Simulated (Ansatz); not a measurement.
Mulliken charges of C₂H₄F₂OSi (`C=C(F)[SiH](O)F`) from PBE/def2-TZVPP in Ansatz (PBE0-D4/def2-TZVP geometry).

```tsv
atom	x (Å)	y (Å)	z (Å)	charge (e)
C1	-0.960	-1.180	0.674	-0.215
C2	-0.191	-0.124	0.895	0.077
F3	-0.125	0.399	2.139	-0.162
Si4	0.880	0.732	-0.378	0.608
O5	0.486	0.227	-1.874	-0.342
F6	0.626	2.295	-0.206	-0.272
H7	-1.000	-1.611	-0.318	0.097
H8	-1.545	-1.636	1.464	0.103
H9	2.319	0.475	-0.201	-0.087
H10	-0.407	0.372	-2.191	0.194
```

Question: By hand: the dipole of these point charges (1 e Å = 4.8032 D).

Answer: Σ q r = (-0.126, -0.371, -0.243) e Å, of length 0.461 e Å = 2.21 D.

Question: How does the dipole of the full density compare? (Estimate.)

Answer: Ansatz gave: (-0.270, -0.295, -0.228) e Å, 2.21 D; the point charges give 1.00 times that, at 20° from its direction.

Point charges leave out the atoms' own dipoles, such as those of lone pairs, and Mulliken's split depends on the basis, so the two needn't agree.
